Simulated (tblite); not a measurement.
C₆H₁₂Si₃.
SMILES with atom numbers: `[CH3:1][C:2]#[C:3][C:4]1=[CH:5][SiH2:6][C:7]1([SiH3:8])[SiH3:9]` (hydrogens: H10, H11, H12 on C1; H13 on C5; H14, H15 on Si6; H16, H17, H18 on Si8; H19, H20, H21 on Si9)

The geometry is computed with GFN2-xTB (gas phase).

Task: Give the optimised bond lengths and angles.

Result: 
| bond | length (Å) | order |
| --- | --- | --- |
| C1–C2 | 1.444 | single |
| C2≡C3 | 1.205 | triple |
| C3–C4 | 1.400 | single |
| C4=C5 | 1.351 | double |
| C5–Si6 | 1.872 | single |
| Si6–C7 | 1.951 | single |
| C7–Si8, C7–Si9 | 1.897 | single |
| C4–C7 | 1.512 | single |
| C1–H10, C1–H11, C1–H12 | 1.090 | single |
| C5–H13 | 1.078 | single |
| Si6–H14, Si6–H15 | 1.463 | single |
| Si8–H16 and 5 like bonds | 1.466 | single |

Bonds in one row agree within 0.01 Å and their mean is given. Orders are formal, as drawn. A selection of angles:
| angle | degrees |
| --- | --- |
| C1–C2–C3 | 179.5 |
| C2–C3–C4 | 178.0 |
| C3–C4–C5 | 129.8 |
| C3–C4–C7 | 124.1 |
| C5–C4–C7 | 106.1 |
| C4–C5–Si6 | 94.2 |
| C5–Si6–C7 | 73.6 |
| Si6–C7–Si8 | 116.4 |
| Si6–C7–Si9 | 116.5 |
| Si8–C7–Si9 | 112.1 |
| C4–C7–Si6 | 86.2 |
| C4–C7–Si8 | 111.4 |

Torsions: C3–C4–C5–Si6 179° (antiperiplanar); C4–C5–Si6–C7 0° (synperiplanar); C5–Si6–C7–Si8 112° (anticlinal); C3–C4–C7–Si6 -179° (antiperiplanar). The mirror-image conformer, all signs reversed, is as good.

The C–C distances run from 1.205 Å (C2≡C3, drawn triple) to 1.512 Å (C4–C7, drawn single), a spread of 0.307 Å. The C–Si distances run from 1.872 Å (C5–Si6, drawn single) to 1.951 Å (Si6–C7, drawn single), a spread of 0.079 Å. Si6 (SiH2 silicon) has angles from 73.6° to 118.2°. Si8 (SiH3 silicon) is tetrahedral (angles from 108.3° to 110.9°). The 4-membered ring C4–C5–Si6–C7 has internal angles of 73.6° to 106.1° (sum 360°, against 360° for a flat polygon); it is planar, 0.00 Å rms from its mean plane, widest ring torsion 1°.

Point group: near Cs, missed by 0.26 Å at most; the miss may be what the optimiser left on a soft mode. GFN2-xTB frequencies show an imaginary mode (21i cm⁻¹), so the point is no minimum at that level.

The run took 1.9 s wall on one thread of an Arm Neoverse V2 (shared host). That covers the optimisation of the geometry.
